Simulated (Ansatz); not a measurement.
The molecule BeP, multiplicity 4 (lowest of 2S+1 = 2, 4 at CCSD(T)/def2-TZVPP on PBE0 minima; our sources give no spin for the ground state, which may be another).

Constants: fifth-degree fit in 1/R to seven points, most abundant isotopes. In def2 and cc sets the state is the lowest found near the PBE0 minimum, followed along R.

Cores are frozen in the correlated methods. CBS(a, b) extrapolates the correlation energy as X⁻³ and adds the Hartree–Fock energy of set b.

Programs: Ansatz (Gaussian basis) for Hartree–Fock, density functionals and correlated methods. Values without a source in brackets are computed.

Problem. What bond length and harmonic frequency does PBE0/def2-TZVPP give, and what D_e (from each atom's lowest state at the same level)?

Solution. r_e = 2.072 Å, ω_e = 617 cm⁻¹, D_e = 1.62 eV.

Problem. What bond length and harmonic frequency does CCSD/aug-cc-pV(T+d)Z give?

Solution. r_e = 2.077 Å, ω_e = 608 cm⁻¹.

Problem. What bond length and harmonic frequency does CCSD(T)/CBS(aug-cc-pV(T+d)Z, aug-cc-pV(Q+d)Z) give?

Solution. r_e = 2.068 Å, ω_e = 615 cm⁻¹.

Ansatz is a quantum-chemistry and plane-wave program.
